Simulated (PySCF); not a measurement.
# Radial density of Kr⁺ (krypton, charge +1)

MN15, [Ar] 3d10 4s2 4p5, 2P determinant. Calculation: PySCF 2.14, in pcseg-2; no relativity, point nucleus.

| r (bohr) | 4πr²ρ (e/bohr) | 4πr²(ρα − ρβ) |
| --- | --- | --- |
| 0.000815 | 0.2537 | 0.0000 |
| 0.00137 | 0.6899 | 0.0000 |
| 0.00231 | 1.824 | 0.0000 |
| 0.00388 | 4.610 | -0.0001 |
| 0.00653 | 10.78 | -0.0002 |
| 0.0110 | 22.17 | -0.0001 |
| 0.0185 | 36.86 | 0.0011 |
| 0.0311 | 44.11 | 0.0078 |
| 0.0522 | 37.74 | 0.0298 |
| 0.0879 | 42.89 | 0.0586 |
| 0.148 | 51.87 | 0.0218 |
| 0.249 | 31.17 | 0.0204 |
| 0.418 | 36.78 | 0.1373 |
| 0.703 | 18.95 | 0.0039 |
| 1.18 | 5.924 | 0.5334 |
| 1.99 | 3.410 | 0.5159 |
| 3.35 | 0.3617 | 0.0538 |
| 5.63 | 0.005222 | 0.0006 |
